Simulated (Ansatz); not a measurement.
A thermochemical cycle in electronic energies (no zero-point or thermal terms), species as SMILES, kcal/mol. Structures are relaxed separately at B3LYP-D3(BJ)/def2-TZVP in Ansatz (an electronic-structure program). Correlated levels leave the core frozen unless marked. Open shells are spin-unrestricted. Spin-orbit coupling is left out. Non-relativistic. Basis-set limits of correlation are two-point, X^-3; Hartree-Fock from the larger set. The bracket is a focal-point correction in the basis named. Anions need diffuse functions, of which def2-TZVPD holds fewer than the aug- sets.

| step | RI-MP2/CBS(aug-cc-pV(T+d)Z,aug-cc-pV(Q+d)Z)+[CCSD(T)-MP2]/aug-cc-pV(T+d)Z (Ansatz) | PBE0-D4/def2-TZVPD (Ansatz + dftd4) |
|---|---|---|
| bond energy D: ClCCl → Cl[CH]Cl + H atom | 103.7 | 97.9 |
| electron affinity EA, positive where the anion is bound: Cl[CH]Cl + e- → Cl[CH-]Cl | 32.7 | 26.0 |
| ionisation of the H atom at the same level, IE | 313.7 | 314.4 |

**Question.** Find the deprotonation energy A: ClCCl → Cl[CH-]Cl + H+.

**Answer.** Breaking the bond, ionising the H atom and attaching the electron to the radical add up to the deprotonation, A = D + IE - EA. At RI-MP2/CBS(aug-cc-pV(T+d)Z,aug-cc-pV(Q+d)Z)+[CCSD(T)-MP2]/aug-cc-pV(T+d)Z: A = D + IE - EA = 103.7 + 313.7 - 32.7 = 384.7. At PBE0-D4/def2-TZVPD: A = D + IE - EA = 97.9 + 314.4 - 26.0 = 386.3. The functional differs from the first level by -5.8 in D, -6.7 in EA and +1.6 in A; for EA and A the gap mixes functional and basis.
